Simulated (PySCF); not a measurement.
NaBr⁺: energy against distance

Set-up: PySCF, spin-free X2C with a Gaussian nucleus, basis sets Na x2c-SVPall, Br x2c-SVPall. Energies in eV from Na⁺ + Br in their ground configurations at the same level. State: ²Π (doublet), unpaired electrons π ↑.

```csv
R (Å),BP86,B97-3
2.544,-0.1997,-0.1786
2.662,-0.3086,-0.2870
2.780,-0.3674,-0.3443
2.869,-0.3893,-0.3651
2.958,-0.3978,-0.3726
3.047,-0.3968,-0.3710
3.165,-0.3855,-0.3595
3.313,-0.3620,-0.3364
3.490,-0.3274,-0.3035
3.727,-0.2792,-0.2587
```

Task: Put a parabola through the three lowest points of the BP86 curve and estimate Re, k and ωe (reduced mass 17.8 u; 1 eV/Å² = 0.16022 mdyn/Å; ωe = 1302.8·√(k/μ) cm⁻¹).

Result: Through R = 2.869, 2.958, 3.047 Å the second-order coefficient is 0.600 eV/Å², so Re ≈ 2.993 Å, k ≈ 0.192 mdyn/Å and ωe ≈ 135 cm⁻¹. A polynomial fit of higher order to the unrounded BP86 energies gives Re = 2.990 Å, k = 0.168 mdyn/Å, ωe = 127 cm⁻¹; anharmonicity and rounding make the difference.

The higher-order fit for each curve: BP86: Re = 2.990 Å, ωe = 127 cm⁻¹, De = 0.398 eV; B97-3: Re = 2.983 Å, ωe = 126 cm⁻¹, De = 0.373 eV.

The bond is weak. Basis-set superposition, not corrected here, can be much of De in a small basis, most of all at correlated wavefunction levels. Spin–orbit coupling is left out. For an ion De counts to the pair picked by the measured ionisation energies or electron affinities, which need not be the lowest pair at this level. The state was picked by a PBE0 search and need not be the measured ground state.
